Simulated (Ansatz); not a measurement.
# Ligand exchange: Sn(CH3)(NH2) + GaH2(NH2) → Sn(NH2)2 + GaH2(CH3)

Gas-phase species: Sn(CH3)(NH2), singlet; GaH2(NH2), singlet; Sn(NH2)2, singlet; GaH2(CH3), singlet. The partners trade CH3 for NH2: Sn–CH3 and Ga–NH2 bonds give way to Sn–NH2 and Ga–CH3.

Shapes, held fixed at every level: PBE0-D4/def2-TZVP. Flexible molecules stand in one conformer, not always the lowest. Programs: Ansatz 0.2.0. Electronic energies: no zero-point or thermal term.

| level | kind | ΔE (kJ/mol) | less CCSD(T)/def2-TZVPP | CPU time (sum over the molecules) |
| --- | --- | --- | --- | --- |
| SPW92/def2-TZVPP | LDA | +9.4 | -1.3 | 6.9 s |
| PBE-D4/def2-TZVPP | GGA | +6.4 | -4.3 | 13 s |
| r2SCAN-D4/def2-TZVPP | meta-GGA | +5.8 | -4.9 | 24 s |
| r2SCAN0-D4/def2-TZVPP | global hybrid | +5.7 | -5.0 | 24 s |
| wB97X-V/def2-TZVPP | range-separated hybrid | +4.2 | -6.5 | 40 s |
| B2PLYP/def2-TZVPP | double hybrid | +6.8 | -3.9 | 26 s |
| CCSD(T)/def2-SVP | coupled cluster or CI | +22.5 | +11.8 | – |
| CCSD(T)/def2-TZVPP | coupled cluster or CI | +10.7 | 0.0 | – |

The highest level, CCSD(T)/def2-TZVPP, gives ΔE = +10.7 kJ/mol; the levels span +4.2 to +22.5. The column of differences is taken from that level and isn't an error. No measured value is set beside it here. For atoms past krypton def2 sets carry core potentials with scalar relativity. Relativity is left out for Ga. Outer-core shells of Ga, Sn are correlated, in sets that cover them unevenly. Times are processor times on shared x86 and Arm servers, and rough.
